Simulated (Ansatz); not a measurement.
Geometry optimisation of `CO[SiH](I)OC`.

```yaml
crystal:
  periodic: [false, false, false]
  atoms:
    - {symbol: C, position_ang: [-0.130810, 0.498900, -2.337840]}
    - {symbol: O, position_ang: [-0.120050, 0.616480, -0.946690]}
    - {symbol: Si, position_ang: [0.900380, -0.001920, 0.132030]}
    - {symbol: I, position_ang: [1.014710, -2.431320, -0.282260]}
    - {symbol: O, position_ang: [0.384920, 0.296480, 1.615060]}
    - {symbol: C, position_ang: [-0.745760, -0.149540, 2.305630]}
    - {symbol: H, position_ang: [0.726150, 1.020180, -2.771850]}
    - {symbol: H, position_ang: [-0.094240, -0.551850, -2.640160]}
    - {symbol: H, position_ang: [-1.053880, 0.948530, -2.704310]}
    - {symbol: H, position_ang: [2.233560, 0.545520, 0.140020]}
    - {symbol: H, position_ang: [-1.656560, 0.253780, 1.859150]}
    - {symbol: H, position_ang: [-0.662020, 0.196530, 3.335940]}
    - {symbol: H, position_ang: [-0.796410, -1.241770, 2.295270]}
basis:
  gaussian: {orbitals: def2-TZVP}
hamiltonian: {xc: pbe0, dispersion: d4}
relax: {f_tol: 0.005, max_steps: 150}
```

```sh
$ ansatz run in.yaml --threads 2 --pin off --events-out ev --progress --plain --max-ram 22528MiB --backend cuda --devices 0, --max-vram 18GiB
```

It prints (some lines left out):

```
Functional definition: PBE0
mean field -22256.87846742 eV, -817.9251974235 hartree, gradient 4.8e-5 eV, S^2 0.000000; 0 other end points of the search recorded, 0 dependent functions left out
relax step   1: F+E_penalty+E_count = -22257.17064541 eV  Δ(F+E_penalty+E_count) = +0.000e0 eV  max|allowed force component| = 6.247e-1 eV/Å  Δτ_max = 0.0000 Å  (31 SCF iters, accepted)
mean field -22256.91420249 eV, -817.9265106631 hartree, gradient 9.5e-6 eV, S^2 0.000000; 0 other end points of the search recorded, 0 dependent functions left out
relax step   2: F+E_penalty+E_count = -22257.20571717 eV  Δ(F+E_penalty+E_count) = -3.507e-2 eV  max|allowed force component| = 2.620e-1 eV/Å  Δτ_max = 0.0617 Å  (31 SCF iters, accepted)
mean field -22256.92258456 eV, -817.9268186984 hartree, gradient 9.6e-6 eV, S^2 0.000000; 0 other end points of the search recorded, 0 dependent functions left out
relax step   3: F+E_penalty+E_count = -22257.21468496 eV  Δ(F+E_penalty+E_count) = -8.968e-3 eV  max|allowed force component| = 1.016e-1 eV/Å  Δτ_max = 0.0575 Å  (31 SCF iters, accepted)
mean field -22256.92540818 eV, -817.9269224646 hartree, gradient 9.7e-6 eV, S^2 0.000000; 0 other end points of the search recorded, 0 dependent functions left out
relax step   4: F+E_penalty+E_count = -22257.21724820 eV  Δ(F+E_penalty+E_count) = -2.563e-3 eV  max|allowed force component| = 1.443e-1 eV/Å  Δτ_max = 0.0480 Å  (31 SCF iters, accepted)
mean field -22256.92767895 eV, -817.9270059138 hartree, gradient 9.2e-6 eV, S^2 0.000000; 0 other end points of the search recorded, 0 dependent functions left out
relax step   5: F+E_penalty+E_count = -22257.22010625 eV  Δ(F+E_penalty+E_count) = -2.858e-3 eV  max|allowed force component| = 8.749e-2 eV/Å  Δτ_max = 0.0216 Å  (32 SCF iters, accepted)
mean field -22256.92853735 eV, -817.9270374598 hartree, gradient 9.3e-6 eV, S^2 0.000000; 0 other end points of the search recorded, 0 dependent functions left out
relax step   6: F+E_penalty+E_count = -22257.22175703 eV  Δ(F+E_penalty+E_count) = -1.651e-3 eV  max|allowed force component| = 4.281e-2 eV/Å  Δτ_max = 0.0282 Å  (32 SCF iters, accepted)
mean field -22256.92880081 eV, -817.9270471417 hartree, gradient 9.2e-6 eV, S^2 0.000000; 0 other end points of the search recorded, 0 dependent functions left out
relax step   7: F+E_penalty+E_count = -22257.22216843 eV  Δ(F+E_penalty+E_count) = -4.114e-4 eV  max|allowed force component| = 9.205e-3 eV/Å  Δτ_max = 0.0263 Å  (32 SCF iters, accepted)
mean field -22256.92875116 eV, -817.9270453170 hartree, gradient 9.2e-6 eV, S^2 0.000000; 0 other end points of the search recorded, 0 dependent functions left out
relax step   8: F+E_penalty+E_count = -22257.22225083 eV  Δ(F+E_penalty+E_count) = -8.240e-5 eV  max|allowed force component| = 6.213e-3 eV/Å  Δτ_max = 0.0133 Å  (33 SCF iters, accepted)
mean field -22256.92862002 eV, -817.9270404977 hartree, gradient 9.2e-6 eV, S^2 0.000000; 0 other end points of the search recorded, 0 dependent functions left out
relax step   9: F+E_penalty+E_count = -22257.22231273 eV  Δ(F+E_penalty+E_count) = -6.190e-5 eV  max|allowed force component| = 9.738e-3 eV/Å  Δτ_max = 0.0192 Å  (32 SCF iters, accepted)
mean field -22256.92863599 eV, -817.9270410847 hartree, gradient 9.2e-6 eV, S^2 0.000000; 0 other end points of the search recorded, 0 dependent functions left out
relax step  10: F+E_penalty+E_count = -22257.22232010 eV  Δ(F+E_penalty+E_count) = -7.370e-6 eV  max|allowed force component| = 5.653e-3 eV/Å  Δτ_max = 0.0081 Å  (33 SCF iters, accepted)
mean field -22256.92859400 eV, -817.9270395415 hartree, gradient 9.2e-6 eV, S^2 0.000000; 0 other end points of the search recorded, 0 dependent functions left out
relax step  11: F+E_penalty+E_count = -22257.22232248 eV  Δ(F+E_penalty+E_count) = -2.374e-6 eV  max|allowed force component| = 2.740e-3 eV/Å  Δτ_max = 0.0052 Å  (32 SCF iters, accepted)
mean field -22256.92859400 eV, -817.9270395415 hartree, gradient 9.2e-6 eV, S^2 0.000000; 1 other end points of the search recorded, 0 dependent functions left out
Total energy: -22257.22235808 eV, -817.9378351722 hartree
Atom 0 at    -0.163547     0.485222    -2.270515 Å, force     0.002646    -0.001139     0.001935 eV/Å
Atom 1 at    -0.124589     0.639715    -0.869029 Å, force    -0.002139     0.002729    -0.001467 eV/Å
Atom 2 at     0.954106     0.004883     0.165092 Å, force    -0.001759    -0.002393    -0.000371 eV/Å
Atom 3 at     1.112135    -2.409118    -0.274067 Å, force     0.001745     0.000504     0.001033 eV/Å
Atom 4 at     0.461963     0.276245     1.679078 Å, force    -0.000162     0.000329    -0.000341 eV/Å
Atom 5 at    -0.759627    -0.152329     2.247053 Å, force     0.000094    -0.000231     0.002740 eV/Å
Atom 6 at     0.723289     0.920293    -2.741972 Å, force    -0.000355    -0.000902    -0.001089 eV/Å
Atom 7 at    -0.229209    -0.571438    -2.546893 Å, force     0.001177     0.000748    -0.000738 eV/Å
Atom 8 at    -1.047644     1.004994    -2.640796 Å, force    -0.001393     0.001314     0.000989 eV/Å
Atom 9 at     2.302592     0.583977     0.029055 Å, force    -0.000800    -0.001473    -0.000380 eV/Å
Atom 10 at    -1.610951     0.288694     1.722055 Å, force     0.000630     0.000263    -0.000527 eV/Å
Atom 11 at    -0.774546     0.171661     3.287843 Å, force    -0.000245    -0.000051    -0.001083 eV/Å
Atom 12 at    -0.843981    -1.242800     2.213086 Å, force     0.000561     0.000301    -0.000702 eV/Å
Dipole moment:    -0.230676     0.155976    -0.143364 e Å
```

Run time 36 s (2 threads of an AMD EPYC 7R13 on a shared host and a share of an NVIDIA H100 80 GB); peak host memory 0.95 GiB.
